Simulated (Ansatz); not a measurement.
A short molecular-dynamics run on `[CH3][Al@H-]1[F+][Al@H-]([CH3])[F+]1`.

```yaml
crystal:
  periodic: [false, false, false]
  atoms:
    - {symbol: C, position_ang: [-1.133645, 1.497112, 2.171076]}
    - {symbol: Al, position_ang: [0.217400, 1.093914, 0.845519]}
    - {symbol: F, position_ang: [-0.548024, 0.706486, -0.773182]}
    - {symbol: Al, position_ang: [-0.217438, -1.094045, -0.845479]}
    - {symbol: C, position_ang: [1.133714, -1.497132, -2.170985]}
    - {symbol: F, position_ang: [0.548070, -0.706644, 0.773308]}
    - {symbol: H, position_ang: [-1.536298, 2.505726, 2.035197]}
    - {symbol: H, position_ang: [-1.973399, 0.797895, 2.125299]}
    - {symbol: H, position_ang: [-0.722519, 1.453171, 3.184444]}
    - {symbol: H, position_ang: [1.571212, 1.859165, 0.583815]}
    - {symbol: H, position_ang: [-1.571869, -1.858486, -0.584679]}
    - {symbol: H, position_ang: [1.539697, -2.503874, -2.031887]}
    - {symbol: H, position_ang: [0.721847, -1.458098, -3.184151]}
    - {symbol: H, position_ang: [1.971252, -0.795190, -2.128285]}
basis:
  gaussian: {orbitals: "6-31G*"}
hamiltonian: {xc: {name: PBE}}
md: {timestep: 0.5 fs, n_steps: 50, ensemble: nvt_nose_hoover, temperature: 300, initial_velocities: maxwell_boltzmann, seed: 968}
```

```sh
$ ansatz run in.yaml --threads 4 --pin off --events-out ev --progress --plain --max-ram 11315MiB
```

```json
{"step": "0", "time (fs)": "0.0", "potential energy (eV)": "-20820.7400", "kinetic (eV)": "0.4653", "T (K)": "300", "conserved (eV)": "-20820.2747"}
{"step": "1", "time (fs)": "0.5", "potential energy (eV)": "-20820.7340", "kinetic (eV)": "0.4595", "T (K)": "296", "conserved (eV)": "-20820.2745"}
{"step": "2", "time (fs)": "1.0", "potential energy (eV)": "-20820.7176", "kinetic (eV)": "0.4434", "T (K)": "286", "conserved (eV)": "-20820.2742"}
{"step": "3", "time (fs)": "1.5", "potential energy (eV)": "-20820.6963", "kinetic (eV)": "0.4225", "T (K)": "272", "conserved (eV)": "-20820.2738"}
{"step": "4", "time (fs)": "2.0", "potential energy (eV)": "-20820.6769", "kinetic (eV)": "0.4034", "T (K)": "260", "conserved (eV)": "-20820.2734"}
{"step": "5", "time (fs)": "2.5", "potential energy (eV)": "-20820.6643", "kinetic (eV)": "0.3910", "T (K)": "252", "conserved (eV)": "-20820.2733"}
{"step": "6", "time (fs)": "3.0", "potential energy (eV)": "-20820.6602", "kinetic (eV)": "0.3868", "T (K)": "249", "conserved (eV)": "-20820.2735"}
{"step": "7", "time (fs)": "3.5", "potential energy (eV)": "-20820.6627", "kinetic (eV)": "0.3890", "T (K)": "251", "conserved (eV)": "-20820.2737"}
{"step": "8", "time (fs)": "4.0", "potential energy (eV)": "-20820.6674", "kinetic (eV)": "0.3934", "T (K)": "254", "conserved (eV)": "-20820.2740"}
{"step": "9", "time (fs)": "4.5", "potential energy (eV)": "-20820.6702", "kinetic (eV)": "0.3961", "T (K)": "255", "conserved (eV)": "-20820.2742"}
{"step": "10", "time (fs)": "5.0", "potential energy (eV)": "-20820.6682", "kinetic (eV)": "0.3940", "T (K)": "254", "conserved (eV)": "-20820.2742"}
{"step": "11", "time (fs)": "5.5", "potential energy (eV)": "-20820.6605", "kinetic (eV)": "0.3864", "T (K)": "249", "conserved (eV)": "-20820.2741"}
{"step": "12", "time (fs)": "6.0", "potential energy (eV)": "-20820.6481", "kinetic (eV)": "0.3742", "T (K)": "241", "conserved (eV)": "-20820.2740"}
{"step": "13", "time (fs)": "6.5", "potential energy (eV)": "-20820.6333", "kinetic (eV)": "0.3596", "T (K)": "232", "conserved (eV)": "-20820.2738"}
{"step": "14", "time (fs)": "7.0", "potential energy (eV)": "-20820.6190", "kinetic (eV)": "0.3456", "T (K)": "223", "conserved (eV)": "-20820.2736"}
{"step": "15", "time (fs)": "7.5", "potential energy (eV)": "-20820.6085", "kinetic (eV)": "0.3353", "T (K)": "216", "conserved (eV)": "-20820.2735"}
{"step": "16", "time (fs)": "8.0", "potential energy (eV)": "-20820.6041", "kinetic (eV)": "0.3310", "T (K)": "213", "conserved (eV)": "-20820.2734"}
{"step": "17", "time (fs)": "8.5", "potential energy (eV)": "-20820.6070", "kinetic (eV)": "0.3339", "T (K)": "215", "conserved (eV)": "-20820.2734"}
{"step": "18", "time (fs)": "9.0", "potential energy (eV)": "-20820.6166", "kinetic (eV)": "0.3433", "T (K)": "221", "conserved (eV)": "-20820.2736"}
{"step": "19", "time (fs)": "9.5", "potential energy (eV)": "-20820.6296", "kinetic (eV)": "0.3561", "T (K)": "230", "conserved (eV)": "-20820.2739"}
{"step": "20", "time (fs)": "10.0", "potential energy (eV)": "-20820.6414", "kinetic (eV)": "0.3677", "T (K)": "237", "conserved (eV)": "-20820.2742"}
{"step": "21", "time (fs)": "10.5", "potential energy (eV)": "-20820.6471", "kinetic (eV)": "0.3732", "T (K)": "241", "conserved (eV)": "-20820.2745"}
{"step": "22", "time (fs)": "11.0", "potential energy (eV)": "-20820.6430", "kinetic (eV)": "0.3690", "T (K)": "238", "conserved (eV)": "-20820.2745"}
{"step": "23", "time (fs)": "11.5", "potential energy (eV)": "-20820.6284", "kinetic (eV)": "0.3547", "T (K)": "229", "conserved (eV)": "-20820.2744"}
{"step": "24", "time (fs)": "12.0", "potential energy (eV)": "-20820.6064", "kinetic (eV)": "0.3332", "T (K)": "215", "conserved (eV)": "-20820.2740"}
{"step": "25", "time (fs)": "12.5", "potential energy (eV)": "-20820.5827", "kinetic (eV)": "0.3099", "T (K)": "200", "conserved (eV)": "-20820.2736"}
{"step": "26", "time (fs)": "13.0", "potential energy (eV)": "-20820.5636", "kinetic (eV)": "0.2912", "T (K)": "188", "conserved (eV)": "-20820.2733"}
{"step": "27", "time (fs)": "13.5", "potential energy (eV)": "-20820.5536", "kinetic (eV)": "0.2813", "T (K)": "181", "conserved (eV)": "-20820.2733"}
{"step": "28", "time (fs)": "14.0", "potential energy (eV)": "-20820.5531", "kinetic (eV)": "0.2807", "T (K)": "181", "conserved (eV)": "-20820.2735"}
{"step": "29", "time (fs)": "14.5", "potential energy (eV)": "-20820.5591", "kinetic (eV)": "0.2864", "T (K)": "185", "conserved (eV)": "-20820.2738"}
{"step": "30", "time (fs)": "15.0", "potential energy (eV)": "-20820.5663", "kinetic (eV)": "0.2934", "T (K)": "189", "conserved (eV)": "-20820.2741"}
{"step": "31", "time (fs)": "15.5", "potential energy (eV)": "-20820.5696", "kinetic (eV)": "0.2967", "T (K)": "191", "conserved (eV)": "-20820.2743"}
{"step": "32", "time (fs)": "16.0", "potential energy (eV)": "-20820.5660", "kinetic (eV)": "0.2931", "T (K)": "189", "conserved (eV)": "-20820.2744"}
{"step": "33", "time (fs)": "16.5", "potential energy (eV)": "-20820.5545", "kinetic (eV)": "0.2818", "T (K)": "182", "conserved (eV)": "-20820.2742"}
{"step": "34", "time (fs)": "17.0", "potential energy (eV)": "-20820.5368", "kinetic (eV)": "0.2645", "T (K)": "170", "conserved (eV)": "-20820.2740"}
{"step": "35", "time (fs)": "17.5", "potential energy (eV)": "-20820.5160", "kinetic (eV)": "0.2440", "T (K)": "157", "conserved (eV)": "-20820.2738"}
{"step": "36", "time (fs)": "18.0", "potential energy (eV)": "-20820.4960", "kinetic (eV)": "0.2244", "T (K)": "145", "conserved (eV)": "-20820.2735"}
{"step": "37", "time (fs)": "18.5", "potential energy (eV)": "-20820.4807", "kinetic (eV)": "0.2093", "T (K)": "135", "conserved (eV)": "-20820.2734"}
{"step": "38", "time (fs)": "19.0", "potential energy (eV)": "-20820.4729", "kinetic (eV)": "0.2018", "T (K)": "130", "conserved (eV)": "-20820.2733"}
{"step": "39", "time (fs)": "19.5", "potential energy (eV)": "-20820.4739", "kinetic (eV)": "0.2028", "T (K)": "131", "conserved (eV)": "-20820.2733"}
{"step": "40", "time (fs)": "20.0", "potential energy (eV)": "-20820.4828", "kinetic (eV)": "0.2116", "T (K)": "136", "conserved (eV)": "-20820.2735"}
{"step": "41", "time (fs)": "20.5", "potential energy (eV)": "-20820.4964", "kinetic (eV)": "0.2250", "T (K)": "145", "conserved (eV)": "-20820.2738"}
{"step": "42", "time (fs)": "21.0", "potential energy (eV)": "-20820.5102", "kinetic (eV)": "0.2387", "T (K)": "154", "conserved (eV)": "-20820.2741"}
{"step": "43", "time (fs)": "21.5", "potential energy (eV)": "-20820.5197", "kinetic (eV)": "0.2481", "T (K)": "160", "conserved (eV)": "-20820.2744"}
{"step": "44", "time (fs)": "22.0", "potential energy (eV)": "-20820.5214", "kinetic (eV)": "0.2499", "T (K)": "161", "conserved (eV)": "-20820.2744"}
{"step": "45", "time (fs)": "22.5", "potential energy (eV)": "-20820.5147", "kinetic (eV)": "0.2436", "T (K)": "157", "conserved (eV)": "-20820.2742"}
{"step": "46", "time (fs)": "23.0", "potential energy (eV)": "-20820.5023", "kinetic (eV)": "0.2316", "T (K)": "149", "conserved (eV)": "-20820.2739"}
{"step": "47", "time (fs)": "23.5", "potential energy (eV)": "-20820.4890", "kinetic (eV)": "0.2189", "T (K)": "141", "conserved (eV)": "-20820.2736"}
{"step": "48", "time (fs)": "24.0", "potential energy (eV)": "-20820.4806", "kinetic (eV)": "0.2108", "T (K)": "136", "conserved (eV)": "-20820.2733"}
{"step": "49", "time (fs)": "24.5", "potential energy (eV)": "-20820.4805", "kinetic (eV)": "0.2109", "T (K)": "136", "conserved (eV)": "-20820.2733"}
{"step": "50", "time (fs)": "25.0", "potential energy (eV)": "-20820.4887", "kinetic (eV)": "0.2191", "T (K)": "141", "conserved (eV)": "-20820.2736"}
```

Velocities are drawn at the set temperature; a run this short doesn't reach equilibrium.

Frames (Å, forces in eV/Å):

```xyz
14
time=0.0 fs
C    -1.134    1.497    2.171    0.068   -0.012   -0.058
Al    0.217    1.094    0.846    0.076    0.231    0.155
F    -0.548    0.706   -0.773   -0.304    0.390   -0.428
Al   -0.217   -1.094   -0.845   -0.077   -0.229   -0.156
C     1.134   -1.497   -2.171   -0.069    0.012    0.060
F     0.548   -0.707    0.773    0.303   -0.390    0.428
H    -1.536    2.506    2.035   -0.140    0.317   -0.029
H    -1.973    0.798    2.125   -0.276   -0.213    0.001
H    -0.723    1.453    3.184    0.113   -0.011    0.330
H     1.571    1.859    0.584    0.244    0.144   -0.040
H    -1.572   -1.858   -0.585   -0.244   -0.145    0.041
H     1.540   -2.504   -2.032    0.143   -0.320    0.030
H     0.722   -1.458   -3.184   -0.115    0.009   -0.332
H     1.971   -0.795   -2.128    0.277    0.215   -0.001
14
time=2.0 fs
C    -1.137    1.507    2.185   -0.381   -1.808   -0.937
Al    0.222    1.098    0.845    0.154    0.271    0.037
F    -0.542    0.701   -0.784   -0.260    0.404   -0.334
Al   -0.227   -1.105   -0.849    0.233    0.102   -0.018
C     1.134   -1.481   -2.161    0.514   -0.155   -0.467
F     0.543   -0.709    0.774    0.298   -0.314    0.398
H    -1.538    2.480    2.052   -0.526    1.466   -0.059
H    -2.006    0.787    2.147    0.605    0.391    0.056
H    -0.680    1.433    3.153    0.291    0.023    1.089
H     1.611    1.872    0.595   -0.129   -0.059    0.022
H    -1.549   -1.859   -0.547   -0.561   -0.335    0.057
H     1.579   -2.488   -2.033   -0.005    0.094    0.081
H     0.750   -1.471   -3.198   -0.100    0.049    0.002
H     1.968   -0.748   -2.137   -0.133   -0.129    0.073
14
time=4.0 fs
C    -1.142    1.511    2.196   -0.332   -1.276   -0.637
Al    0.227    1.103    0.845    0.188    0.278   -0.055
F    -0.536    0.697   -0.796   -0.217    0.391   -0.229
Al   -0.235   -1.116   -0.853    0.257    0.260    0.163
C     1.135   -1.466   -2.153    0.876   -0.350   -0.990
F     0.539   -0.711    0.775    0.277   -0.229    0.352
H    -1.558    2.503    2.067   -0.124    0.680    0.154
H    -2.017    0.790    2.170    0.778    0.468    0.075
H    -0.628    1.414    3.158   -0.145    0.168    0.463
H     1.647    1.883    0.607   -0.416   -0.208    0.061
H    -1.546   -1.871   -0.508   -0.559   -0.342    0.013
H     1.618   -2.470   -2.031   -0.149    0.402    0.124
H     0.773   -1.482   -3.211   -0.065    0.090    0.367
H     1.960   -0.706   -2.142   -0.369   -0.333    0.137
14
time=6.0 fs
C    -1.148    1.511    2.206    0.389    0.419   -0.014
Al    0.232    1.109    0.844    0.085    0.209   -0.084
F    -0.530    0.694   -0.808   -0.179    0.359   -0.116
Al   -0.244   -1.127   -0.856    0.027    0.233    0.383
C     1.140   -1.452   -2.148    0.754   -0.468   -1.112
F     0.535   -0.714    0.776    0.237   -0.144    0.291
H    -1.581    2.551    2.088    0.501   -0.720    0.347
H    -2.001    0.808    2.197    0.165   -0.036    0.063
H    -0.583    1.402    3.180   -0.723    0.328   -0.452
H     1.667    1.886    0.622   -0.522   -0.256    0.063
H    -1.564   -1.896   -0.468   -0.253   -0.165   -0.109
H     1.651   -2.437   -2.024   -0.128    0.302    0.181
H     0.795   -1.489   -3.212   -0.121    0.114    0.377
H     1.939   -0.676   -2.143   -0.231   -0.176    0.180
14
time=8.0 fs
C    -1.153    1.513    2.215    1.260    1.429    0.143
Al    0.237    1.114    0.844   -0.189    0.032   -0.062
F    -0.525    0.691   -0.821   -0.147    0.316    0.003
Al   -0.252   -1.137   -0.859   -0.227    0.144    0.588
C     1.146   -1.439   -2.147    0.286   -0.461   -0.777
F     0.532   -0.717    0.779    0.185   -0.062    0.219
H    -1.587    2.574    2.121    0.662   -1.173    0.311
H    -1.980    0.825    2.226   -0.624   -0.651    0.033
H    -0.563    1.401    3.188   -0.837    0.345   -0.657
H     1.667    1.879    0.639   -0.422   -0.193    0.029
H    -1.591   -1.927   -0.432    0.128    0.067   -0.256
H     1.681   -2.394   -2.010    0.054   -0.103    0.233
H     0.811   -1.493   -3.199   -0.242    0.094    0.007
H     1.910   -0.651   -2.136    0.113    0.216    0.188
14
time=10.0 fs
C    -1.153    1.519    2.225    1.121    0.655   -0.294
Al    0.242    1.120    0.843   -0.613   -0.251   -0.021
F    -0.521    0.689   -0.834   -0.119    0.269    0.125
Al   -0.261   -1.147   -0.861   -0.332    0.107    0.725
C     1.154   -1.428   -2.148   -0.014   -0.337   -0.291
F     0.529   -0.721    0.781    0.125    0.017    0.145
H    -1.569    2.556    2.166    0.275   -0.446    0.098
H    -1.979    0.820    2.255   -0.464   -0.470   -0.041
H    -0.574    1.414    3.173   -0.373    0.187   -0.036
H     1.652    1.866    0.656   -0.133   -0.034   -0.033
H    -1.614   -1.956   -0.406    0.387    0.234   -0.365
H     1.712   -2.354   -1.988    0.187   -0.371    0.214
H     0.818   -1.492   -3.186   -0.289    0.042   -0.371
H     1.885   -0.619   -2.123    0.242    0.399    0.147
14
time=12.0 fs
C    -1.151    1.527    2.233    0.392   -1.294   -0.976
Al    0.247    1.125    0.843   -1.074   -0.568    0.023
F    -0.516    0.687   -0.846   -0.098    0.223    0.251
Al   -0.270   -1.157   -0.862   -0.231    0.167    0.762
C     1.162   -1.418   -2.150    0.117   -0.197   -0.044
F     0.527   -0.724    0.784    0.060    0.092    0.074
H    -1.542    2.523    2.214   -0.442    1.006   -0.152
H    -1.994    0.798    2.284    0.321    0.271   -0.159
H    -0.599    1.433    3.157    0.348   -0.078    0.919
H     1.632    1.851    0.673    0.240    0.164   -0.103
H    -1.623   -1.976   -0.394    0.449    0.289   -0.401
H     1.750   -2.327   -1.958    0.060   -0.179    0.062
H     0.815   -1.491   -3.186   -0.130   -0.001   -0.303
H     1.868   -0.573   -2.104   -0.013    0.105    0.047
14
time=14.0 fs
C    -1.147    1.530    2.239    0.116   -1.719   -0.802
Al    0.249    1.130    0.842   -1.352   -0.794    0.048
F    -0.512    0.686   -0.858   -0.086    0.180    0.378
Al   -0.280   -1.167   -0.862    0.081    0.326    0.683
C     1.170   -1.409   -2.152    0.273   -0.129   -0.020
F     0.524   -0.727    0.788   -0.008    0.160    0.012
H    -1.530    2.525    2.257   -0.619    1.175   -0.301
H    -1.998    0.785    2.306    0.652    0.644   -0.241
H    -0.611    1.449    3.174    0.489   -0.222    0.889
H     1.621    1.843    0.686    0.486    0.295   -0.149
H    -1.615   -1.985   -0.397    0.305    0.224   -0.354
H     1.790   -2.306   -1.925   -0.195    0.193   -0.164
H     0.807   -1.489   -3.196    0.158   -0.015    0.106
H     1.850   -0.523   -2.083   -0.299   -0.318   -0.085
14
time=16.0 fs
C    -1.142    1.529    2.242    0.419   -0.050    0.325
Al    0.250    1.133    0.842   -1.270   -0.835    0.027
F    -0.508    0.685   -0.869   -0.083    0.141    0.501
Al   -0.289   -1.176   -0.861    0.567    0.566    0.495
C     1.179   -1.400   -2.154    0.078   -0.110    0.069
F     0.522   -0.730    0.791   -0.074    0.216   -0.042
H    -1.539    2.567    2.289   -0.079   -0.276   -0.412
H    -1.980    0.795    2.319    0.254    0.359   -0.241
H    -0.607    1.458    3.221    0.019   -0.184   -0.198
H     1.628    1.845    0.693    0.424    0.266   -0.155
H    -1.596   -1.987   -0.414   -0.013    0.052   -0.232
H     1.822   -2.279   -1.899   -0.287    0.308   -0.310
H     0.805   -1.487   -3.203    0.351   -0.025    0.352
H     1.821   -0.484   -2.066   -0.304   -0.428   -0.179
14
time=18.0 fs
C    -1.136    1.528    2.246    1.045    1.482    1.058
Al    0.249    1.136    0.841   -0.903   -0.720   -0.035
F    -0.504    0.685   -0.879   -0.085    0.105    0.612
Al   -0.298   -1.184   -0.859    1.102    0.825    0.256
C     1.188   -1.391   -2.156   -0.443   -0.108    0.340
F     0.519   -0.732    0.794   -0.137    0.255   -0.086
H    -1.552    2.599    2.305    0.346   -1.231   -0.471
H    -1.953    0.818    2.323   -0.525   -0.310   -0.183
H    -0.602    1.460    3.261   -0.300   -0.116   -0.975
H     1.650    1.857    0.694    0.103    0.101   -0.128
H    -1.577   -1.986   -0.439   -0.394   -0.159   -0.081
H     1.845   -2.241   -1.884   -0.100    0.057   -0.289
H     0.816   -1.487   -3.198    0.323   -0.055    0.173
H     1.782   -0.461   -2.055   -0.032   -0.124   -0.192
14
time=20.0 fs
C    -1.127    1.531    2.254    1.052    1.402    0.879
Al    0.246    1.137    0.841   -0.492   -0.567   -0.114
F    -0.500    0.685   -0.887   -0.092    0.067    0.705
Al   -0.305   -1.192   -0.857    1.450    0.977    0.069
C     1.195   -1.383   -2.157   -0.939   -0.081    0.692
F     0.516   -0.734    0.797   -0.193    0.272   -0.126
H    -1.553    2.589    2.303    0.343   -0.980   -0.433
H    -1.944    0.830    2.320   -0.683   -0.511   -0.176
H    -0.607    1.457    3.268   -0.196   -0.091   -0.856
H     1.676    1.872    0.690   -0.258   -0.091   -0.094
H    -1.573   -1.991   -0.467   -0.613   -0.274    0.021
H     1.864   -2.201   -1.879    0.214   -0.304   -0.149
H     0.839   -1.489   -3.186    0.137   -0.100   -0.269
H     1.741   -0.442   -2.051    0.270    0.281   -0.149
14
time=22.0 fs
C    -1.114    1.538    2.264    0.239   -0.399   -0.168
Al    0.243    1.137    0.840   -0.208   -0.467   -0.188
F    -0.497    0.685   -0.895   -0.104    0.028    0.778
Al   -0.310   -1.197   -0.855    1.431    0.926   -0.004
C     1.200   -1.374   -2.156   -0.962   -0.007    0.833
F     0.513   -0.736    0.800   -0.242    0.265   -0.162
H    -1.542    2.544    2.285   -0.101    0.358   -0.322
H    -1.959    0.825    2.310    0.054   -0.003   -0.207
H    -0.618    1.450    3.244    0.274   -0.122    0.121
H     1.692    1.885    0.683   -0.486   -0.220   -0.071
H    -1.592   -2.006   -0.495   -0.496   -0.187    0.024
H     1.891   -2.171   -1.881    0.293   -0.328   -0.055
H     0.867   -1.494   -3.185   -0.002   -0.107   -0.452
H     1.710   -0.413   -2.053    0.311    0.264   -0.127
14
time=24.0 fs
C    -1.101    1.544    2.273   -0.446   -1.888   -1.245
Al    0.240    1.137    0.839   -0.094   -0.442   -0.243
F    -0.493    0.685   -0.901   -0.125   -0.011    0.829
Al   -0.313   -1.202   -0.853    1.127    0.729    0.002
C     1.202   -1.366   -2.152   -0.530    0.015    0.531
F     0.509   -0.737    0.802   -0.283    0.232   -0.194
H    -1.535    2.512    2.255   -0.477    1.461   -0.196
H    -1.971    0.819    2.293    0.674    0.404   -0.157
H    -0.619    1.439    3.224    0.646   -0.122    1.048
H     1.691    1.889    0.673   -0.519   -0.249   -0.064
H    -1.629   -2.028   -0.522   -0.125    0.050   -0.033
H     1.927   -2.153   -1.885    0.019    0.037   -0.063
H     0.895   -1.504   -3.199    0.002   -0.037   -0.084
H     1.691   -0.376   -2.060    0.131   -0.178   -0.132
14
time=25.0 fs
C    -1.095    1.545    2.276   -0.605   -1.755   -1.317
Al    0.238    1.137    0.838   -0.096   -0.456   -0.262
F    -0.492    0.685   -0.903   -0.138   -0.030    0.847
Al   -0.314   -1.204   -0.851    0.943    0.623    0.010
C     1.202   -1.362   -2.149   -0.280   -0.012    0.277
F     0.507   -0.737    0.803   -0.299    0.207   -0.207
H    -1.538    2.515    2.237   -0.332    1.250   -0.104
H    -1.969    0.822    2.282    0.733    0.416   -0.100
H    -0.611    1.431    3.228    0.552   -0.049    0.990
H     1.683    1.888    0.667   -0.461   -0.223   -0.067
H    -1.650   -2.039   -0.536    0.082    0.177   -0.059
H     1.947   -2.145   -1.887   -0.155    0.230   -0.067
H     0.909   -1.509   -3.208    0.013    0.013    0.186
H     1.683   -0.359   -2.066    0.042   -0.390   -0.126
```

Run time 65 s (4 threads of an Arm Neoverse V2 on a shared host); peak host memory 0.17 GiB.
